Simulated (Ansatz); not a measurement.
C3H7N, SMILES `NC1CC1` (charge 0, multiplicity 1).

Method: frozen-core CCSD(T)/cc-pVTZ // PBE0-D3(BJ)/def2-TZVP (Ansatz, a first-principles code).

Ansatz 0.2 input:
```yaml
crystal:
  periodic: [false, false, false]
  atoms:
    - { symbol: N, position_ang: [1.615113, -0.087538, -0.145815] }
    - { symbol: C, position_ang: [0.274213, 0.29344, -0.481027] }
    - { symbol: C, position_ang: [-0.798802, 0.519756, 0.548195] }
    - { symbol: C, position_ang: [-0.824636, -0.699064, -0.334916] }
    - { symbol: H, position_ang: [2.101304, 0.670763, 0.317503] }
    - { symbol: H, position_ang: [1.618395, -0.878992, 0.484642] }
    - { symbol: H, position_ang: [0.226573, 0.926355, -1.361778] }
    - { symbol: H, position_ang: [-0.525419, 0.37509, 1.586937] }
    - { symbol: H, position_ang: [-1.535212, 1.295899, 0.37728] }
    - { symbol: H, position_ang: [-1.576435, -0.764395, -1.110968] }
    - { symbol: H, position_ang: [-0.575095, -1.651315, 0.119945] }
basis:
  gaussian: { orbitals: cc-pVTZ }
correlation:
  method: ccsd_t
```

Output:

```
Functional definition: HF
1231 factors; integrals over basis functions are off by at most 9.2e-4 eV
mean field evaluation 1: about -4680.9891 eV, gradient 3.6e1 eV
mean field evaluation 2: about -4680.9918 eV, gradient 3.6e1 eV
mean field evaluation 4: about -4684.2784 eV, gradient 3.6e0 eV
mean field evaluation 8: about -4684.3190 eV, gradient 1.7e-4 eV
mean field evaluation 16: about -4684.3185 eV, gradient 2.1e-1 eV
mean field -4684.31903843 eV, -172.1455495168 hartree, gradient 2.7e-6 eV, S^2 0.000000; 0 other end points of the search recorded, 0 dependent functions left out
4 core orbitals not correlated
reference -4684.31903843 eV, -172.1455495168 hartree; 12, 12 occupied and 202, 202 virtual orbitals, 1231 factors
second order -19.76048330 eV of doubles, -0.00000000 eV of singles
cycle   1  -20.14289295 eV  change   -3.8e-1 eV  update   8.0e-2
cycle   2  -20.59753513 eV  change   -4.5e-1 eV  update   2.2e-2
cycle   3  -20.66407902 eV  change   -6.7e-2 eV  update   8.7e-3
cycle   4  -20.66161952 eV  change    2.5e-3 eV  update   1.9e-3
cycle   5  -20.66264327 eV  change   -1.0e-3 eV  update   8.0e-4
cycle   6  -20.66292563 eV  change   -2.8e-4 eV  update   2.3e-4
cycle   7  -20.66285184 eV  change    7.4e-5 eV  update   1.1e-4
cycle   8  -20.66283779 eV  change    1.4e-5 eV  update   4.2e-5
cycle   9  -20.66283929 eV  change   -1.5e-6 eV  update   1.5e-5
perturbative correction -0.84513346 eV, -0.0310580819 hartree
Total energy: -4705.82701119 eV, -172.9359529369 hartree
```
